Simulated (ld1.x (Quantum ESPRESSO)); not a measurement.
In (Z = 49): one change to a TM potential, before and after

ld1.x (Quantum ESPRESSO) 7.5 input, shortened:

```
&input
   title='In', zed=49., rel=1, dft='PBESOL', iswitch=3,
   config='[Kr] 4d10 5s2 5p1'
 /
 &inputp
   pseudotype=2, tm=.true., lloc=0,
   nlcc=.true., rcore=0.90
 /
3
5P  2  1   1.00   0.00  2.00  2.00  0.0
4D  3  2  10.00   0.00  1.75  1.75  0.0
5S  1  0   2.00   0.00  1.55  1.55  0.0
 &test
   configts(1)='4d10 5s2 5p1'
 /
```

Change: wave 4d (bound): rc 1.75 bohr becomes 4d (bound): rc 1.28 bohr.

Cutoffs: the cutoffs (Ry, on a coarse ladder) from which the occupation-weighted sum of valence levels, in a spherical-Bessel basis at the reference potential, stays within 10 and 1 mRy of its value at 400 Ry; they do not see the model core or the augmentation charge, which bear on the density cutoff. Errors are all-electron minus pseudo energies relative to the spin-unpolarised reference configuration.

Q: What does the change do?

A: The potential gets harder (70 Ry and 140 Ry → 90 Ry and 160 Ry); both files keep a bound ghost (p); of the 7 tests that both files solve, the error grows in 1 and shrinks in 0 by more than 15 % and 0.3 meV (median size 1.2 → 1.1 meV). A smaller radius makes the pseudo-wave follow the all-electron one further in, where it bends more sharply, so more plane waves are needed.

```tsv
quantity	base	changed
cutoff, loose	70 Ry	90 Ry
cutoff, tight	140 Ry	160 Ry
loose cutoff by channel (10 mRy a level)	p 15 Ry, d 60 Ry, s 30 Ry	p 15 Ry, d 70 Ry, s 30 Ry
bound ghosts	p	p
error for 4d10 5s2 5p0, meV [ΔE 5.36 eV]	-1.8	-1.9
error for 4d10 5s1 5p0, meV [ΔE 24.64 eV]	-0.4	-1.1
error for 4d10 5s0 5p0, meV [ΔE 52.90 eV]	-41	-42
error for 4d9 5s2 5p2, meV [ΔE 18.26 eV]	-110	-126
error for 4d10 5s1 5p2, meV [ΔE 5.88 eV]	-1.2	-1.0
error for 4d10 5s1 5p1, meV [ΔE 12.01 eV]	+0.7	+0.6
error for 4d10 5s2 5p1.3, meV [ΔE -0.53 eV]	0.0	+0.1
s: phases at 2.20 bohr within 0.05 rad from the reference energy up to (Ry; the scan ends near 5)	0.4	0.4
p: phases at 2.20 bohr within 0.05 rad from the reference energy up to (Ry; the scan ends near 5)	to the end of the scan	to the end of the scan
d: phases at 2.20 bohr within 0.05 rad from the reference energy up to (Ry; the scan ends near 5)	1.0	1.0
```

 A true bound ghost makes a file unfit for plane-wave use even where its test errors are small: the radial tests pick states by their node count and pass the ghost by.
